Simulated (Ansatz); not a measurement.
Reaction (formal exchange of groups at the Si–C bond): `C/C=C\[SiH2]Cl` + `C[SiH2]C` → `C[SiH](C)[SiH2]Cl` + propene

Calculated with Ansatz (gas phase, PBE0-D4/def2-TZVP geometries, no zero-point term in ΔE). CCSD(T)/CBS is the MP2 limit (def2-TZVPP, def2-QZVPP) plus CCSD(T) − MP2 in def2-TZVPP, frozen cores. Functionals use def2-TZVPP. Each species was taken in one conformer, which may not be the lowest.

Question: Is it downhill or uphill in electronic energy at CCSD(T)/CBS, and by how much? (Estimate.)

Answer: The calculation gave: Uphill: ΔE = +1.0 kcal/mol.

Question: What do these levels give: PBE-D4, PBE, SCS-MP2/def2-TZVPP, CCSD(T)/def2-TZVPP, HF/def2-QZVPP, HF/CBS(def2)? (Best estimate.)

Answer: The calculation gave: PBE-D4 -1.6, PBE -1.5, SCS-MP2/def2-TZVPP 2.6, CCSD(T)/def2-TZVPP 1.2, HF/def2-QZVPP 2.6, HF/CBS(def2) 2.7 kcal/mol.

Largest T1 diagnostic among the species: 0.010.
